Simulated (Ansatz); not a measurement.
Cost and result for the atomization energy of C$_{2}$H$_{4}$BNS$_{2}$, SMILES `CSC1=NBS1` (10 atoms, 10 bonds).

| atom | x (Å) | y (Å) | z (Å) |
| --- | --- | --- | --- |
| C1 | 0.868 | -1.694 | 0.600 |
| S2 | -0.700 | -1.377 | -0.220 |
| C3 | -0.692 | 0.327 | -0.379 |
| N4 | -1.634 | 1.033 | -0.921 |
| B5 | -0.883 | 2.234 | -0.660 |
| S6 | 0.617 | 1.445 | 0.171 |
| H7 | 1.701 | -1.360 | -0.016 |
| H8 | 0.897 | -1.214 | 1.577 |
| H9 | 0.924 | -2.775 | 0.728 |
| H10 | -1.099 | 3.382 | -0.881 |

Charge 0, multiplicity 1. All single points use the PBE0-D4/def2-TZVP geometry. Program: Ansatz. All runs use 4 threads of an Arm Neoverse V1 on a shared host. Times are those of one run each, without the atoms' runs, and a repeat can differ threefold. Electronic energies, without spin–orbit coupling; frozen cores. CCSD(T)/CBS adds CCSD(T) − MP2 in def2-TZVPP to the MP2 limit, and its time is that of the two runs behind it. T1 = 0.016. B3LYP takes the VWN-RPA correlation (the form of Gaussian; ORCA's B3LYP/G). HSE06 is the plane-wave form, built on full-range PBE exchange.

CCSD(T)/CBS is a level of theory with its own doubt, some kJ/mol a heavy atom from the limit and from the frozen cores, so smaller differences don't rank the functionals.

```
                            level  functions  wall time
             revPBE-D4/def2-TZVPP        264      2.6 s
               BLYP-D4/def2-TZVPP        264      2.7 s
               PBE0-D4/def2-TZVPP        264      3.9 s
              BHLYP-D4/def2-TZVPP        264      4.2 s
              HSE06-D4/def2-TZVPP        264      4.3 s
B3LYP-D4/def2-TZVPP (with forces)        264      6.5 s
                 CCSD(T)/def2-SVP        112        7 s
                B2PLYP/def2-TZVPP        264      7.5 s
              PBE-QIDH/def2-TZVPP        264      7.5 s
                B97M-V/def2-TZVPP        264       11 s
                   MP2/def2-QZVPP        488       26 s
               CCSD(T)/def2-TZVPP        264    3.4 min
                CCSD(T)/CBS(def2)          –    3.8 min
```

What atomization energy does each give, and how far from CCSD(T)/CBS? (Estimate.)

Ansatz gave: 
| level | atomization (kJ/mol) | difference from CCSD(T)/CBS | per bond |
| --- | --- | --- | --- |
| revPBE-D4/def2-TZVPP | 3943.2 | 89.6 | 9.0 |
| BLYP-D4/def2-TZVPP | 3905.1 | 51.5 | 5.2 |
| PBE0-D4/def2-TZVPP | 3939.7 | 86.1 | 8.6 |
| BHLYP-D4/def2-TZVPP | 3719.8 | -133.8 | -13.4 |
| HSE06-D4/def2-TZVPP | 3944.1 | 90.5 | 9.1 |
| B3LYP-D4/def2-TZVPP (with forces) | 3879.6 | 26.0 | 2.6 |
| CCSD(T)/def2-SVP | 3612.3 | -241.3 | -24.1 |
| B2PLYP/def2-TZVPP | 3830.6 | -23.0 | -2.3 |
| PBE-QIDH/def2-TZVPP | 3874.9 | 21.3 | 2.1 |
| B97M-V/def2-TZVPP | 3924.7 | 71.1 | 7.1 |
| MP2/def2-QZVPP | 3926.4 | 72.8 | 7.3 |
| CCSD(T)/def2-TZVPP | 3730.0 | -123.6 | -12.4 |
| CCSD(T)/CBS(def2) | 3853.6 | 0.0 | 0.0 |

In def2-TZVPP, CCSD(T) changes the Hartree–Fock value by +1084.3 kJ/mol (the triples alone add +97.6 kJ/mol) and MP2 by +1208.0 kJ/mol; breaking electron pairs costs correlation energy, which Hartree–Fock lacks. From BLYP to BHLYP (50 % exact exchange), in def2-TZVPP and without D4, the atomization energy moves by −157.3 kJ/mol: exact exchange takes away binding that semilocal exchange gives to molecules. Leaving LDA and LC-ωPBE aside and taking each functional with its dispersion term where it has one, the values, not all of them listed here, spread over 334.1 kJ/mol, from BHLYP-D4 to PBE-D4. LDA lies +545.8 kJ/mol from PBE without D4, its usual overbinding.
